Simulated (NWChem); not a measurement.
System: AlHSClF; SMILES [Cl][Al]([F])[SH]

Input file for NWChem:

```
start job
memory heap 200 mb stack 900 mb global 1100 mb
geometry units angstroms noautoz
  Al     0.345869     0.036806     0.005886
  Cl    -0.647975     1.864312    -0.013467
  F      2.002964     0.017750     0.008540
  S     -0.736139    -1.831284     0.022426
  H      0.405754    -2.557524     0.031487
end
basis spherical
  * library def2-svp
end
dft
  xc xpbe96 cpbe96
  iterations 150
end
tddft
  cis
  nroots 6
  notriplet
end
task tddft energy
```

Output (shortened):

```
             Northwest Computational Chemistry Package (NWChem) 7.3.0
             --------------------------------------------------------

 CS  symmetry detected

                             Geometry "geometry" -> ""
                             -------------------------

 Output coordinates in angstroms (scale by  1.889725989 to convert to a.u.)

  No.       Tag          Charge          X              Y              Z
 ---- ---------------- ---------- -------------- -------------- --------------
    1 Al                  13.0000     0.34328081     0.03044052     0.00000000
    2 Cl                  17.0000    -0.66168683     1.85195600     0.00000000
    3 F                    9.0000     2.00046318     0.02146142     0.00000000
    4 S                   16.0000    -0.72732023    -1.84428307     0.00000000
    5 H                    1.0000     0.41898066    -2.56360251     0.00000000

 Effective nuclear repulsion energy (a.u.)     244.0710455089

      Symmetry information
      --------------------

 Group name             Cs
 Group number              2
 Group order               2
 No. of unique centers     5

  pbe96 is a nonlocal functional; adding pw91lda local functional.

                                 NWChem DFT Module
                                 -----------------

 Summary of "ao basis" -> "ao basis" (spherical)
 ------------------------------------------------------------------------------
       Tag                 Description            Shells   Functions and Types
 ---------------- ------------------------------  ------  ---------------------
 Al                         def2-svp                 8       18   4s3p1d
 Cl                         def2-svp                 8       18   4s3p1d
 F                          def2-svp                 6       14   3s2p1d
 S                          def2-svp                 8       18   4s3p1d
 H                          def2-svp                 3        5   2s1p

      Symmetry analysis of basis
      --------------------------

        a'         53
        a"         20

            General Information
            -------------------
          SCF calculation type: DFT
          Wavefunction type:  closed shell.
          No. of atoms     :     5
          No. of electrons :    56
           Alpha electrons :    28
            Beta electrons :    28
          Charge           :     0
          Spin multiplicity:     1
          Use of symmetry is: off; symmetry adaption is: on
          Maximum number of iterations: 150
          AO basis - number of functions:    73
                     number of shells:    33
          Convergence on energy requested:  1.00D-06
          Convergence on density requested:  1.00D-05
          Convergence on gradient requested:  5.00D-04

              XC Information
              --------------
          PerdewBurkeErnzerhof Exchange Functional  1.000
            Perdew 1991 LDA Correlation Functional  1.000 local
           PerdewBurkeErnz. Correlation Functional  1.000 non-local

             Grid Information
             ----------------
          Grid used for XC integration:  medium
          Radial quadrature: Mura-Knowles
          Angular quadrature: Lebedev.
          Tag              B.-S. Rad. Rad. Pts. Rad. Cut. Ang. Pts.
          ---              ---------- --------- --------- ---------
          Al                  1.25       88           8.0       590
          Cl                  1.00       88          11.0       590
          F                   0.50       49           9.0       434
          S                   1.00       88          10.0       590
          H                   0.35       45          11.0       434
          Grid pruning is: on
          Number of quadrature shells:   358
          Spatial weights used:  Erf1

      Superposition of Atomic Density Guess
      -------------------------------------

 Sum of atomic energies:       -1198.25404524

      Non-variational initial energy
      ------------------------------

 Total energy =   -1198.837227
 1-e energy   =   -2146.870717
 2-e energy   =     703.962444
 HOMO         =      -0.338541
 LUMO         =      -0.016699

      Symmetry analysis of molecular orbitals - initial
      -------------------------------------------------

  Numbering of irreducible representations:

     1 a'          2 a"

  Orbital symmetries:

[...]

                                NWChem TDDFT Module
                                -------------------

            General Information
            -------------------
           No. of orbitals :     146
            Alpha orbitals :      73
             Beta orbitals :      73
        Alpha frozen cores :       0
         Beta frozen cores :       0
     Alpha frozen virtuals :       0
      Beta frozen virtuals :       0
         Spin multiplicity :       1
    Number of AO functions :      73
        Use of symmetry is : off
      Symmetry adaption is : on
         Schwarz screening :  0.10D-07

              XC Information
              --------------
   PerdewBurkeErnzerhof Exchange Functional   1.00
     Perdew 1991 LDA Correlation Functional   1.00 local
    PerdewBurkeErnz. Correlation Functional   1.00 non-local

             TDDFT Information
             -----------------
          Calculation type : Tamm-Dancoff TDDFT
         Wavefunction type : Restricted singlets
          No. of electrons :      56
           Alpha electrons :      28
            Beta electrons :      28
              No. of roots :       6
          Max subspacesize :    5200
            Max iterations :     100
               Target root :       1
           Target symmetry : none
      Symmetry restriction : off
                 Algorithm : Optimal
        Davidson threshold :  0.10D-03

    6 smallest eigenvalue differences (eV)
--------------------------------------------------------
  No. Spin  Occ  Vir  Irrep   E(Occ)    E(Vir)   E(Diff)
--------------------------------------------------------
    1    1   28   29 a"       -0.253    -0.063     5.175
    2    1   28   30 a'       -0.253    -0.045     5.659
    3    1   27   29 a'       -0.294    -0.063     6.289
    4    1   28   31 a"       -0.253    -0.018     6.418
    5    1   26   29 a"       -0.303    -0.063     6.525
    6    1   25   29 a'       -0.304    -0.063     6.542
--------------------------------------------------------

  Entering Davidson iterations
  Restricted singlet excited states

  Iter   NTrls   NConv    DeltaV     DeltaE      Time
  ----  ------  ------  ---------  ---------  ---------
    1      6       0     0.15E+00   0.10+100        4.0
    2     12       0     0.98E-01   0.40E-01        4.0
    3     18       0     0.28E-01   0.15E-01        4.0
    4     24       3     0.13E-02   0.84E-03        4.0
    5     27       5     0.21E-03   0.18E-05        3.5
    6     28       6     0.70E-04   0.39E-07        2.7
  ----  ------  ------  ---------  ---------  ---------
  Convergence criterion met

  Ground state a'      -1200.434997911910 a.u.

  ----------------------------------------------------------------------------
  Root   1 singlet a"             0.194802259 a.u.                5.3008 eV
  ----------------------------------------------------------------------------
     Transition Moments    X -0.00000   Y -0.00000   Z -0.47382
     Dipole Oscillator Strength                    0.0291554905
     Electric Quadrupole                           0.0000000457
     Magnetic Dipole                               0.0000004110
     Total Oscillator Strength                     0.0291559472

     Occ.   28  a"  ---  Virt.   29  a'       0.99737
  ----------------------------------------------------------------------------
  Root   2 singlet a'             0.224315967 a.u.                6.1040 eV
  ----------------------------------------------------------------------------
     Transition Moments    X  0.05043   Y  0.33868   Z  0.00000
     Dipole Oscillator Strength                    0.0175333262
     Electric Quadrupole                           0.0000000761
     Magnetic Dipole                               0.0000000090
     Total Oscillator Strength                     0.0175334113

     Occ.   25  a'  ---  Virt.   29  a'       0.36289
     Occ.   25  a'  ---  Virt.   31  a'      -0.06207
     Occ.   27  a'  ---  Virt.   29  a'       0.33868
     Occ.   28  a"  ---  Virt.   30  a"      -0.86101
  ----------------------------------------------------------------------------
  Root   3 singlet a'             0.237221812 a.u.                6.4551 eV
  ----------------------------------------------------------------------------
     Transition Moments    X  0.32272   Y  0.22400   Z  0.00000
     Dipole Oscillator Strength                    0.0244068246
     Electric Quadrupole                           0.0000000189
     Magnetic Dipole                               0.0000003717
     Total Oscillator Strength                     0.0244072152

     Occ.   25  a'  ---  Virt.   29  a'       0.44609
     Occ.   27  a'  ---  Virt.   29  a'      -0.87795
     Occ.   28  a"  ---  Virt.   30  a"      -0.15296
  ----------------------------------------------------------------------------
  Root   4 singlet a"             0.243450153 a.u.                6.6246 eV
  ----------------------------------------------------------------------------
     Transition Moments    X  0.00000   Y -0.00000   Z  0.18732
     Dipole Oscillator Strength                    0.0056948029
     Electric Quadrupole                           0.0000000387
     Magnetic Dipole                               0.0000017671
     Total Oscillator Strength                     0.0056966087

[...]
```

Level: PBE/def2-SVP, TDA. The geometry was optimised at PBE0/def2-SVP.
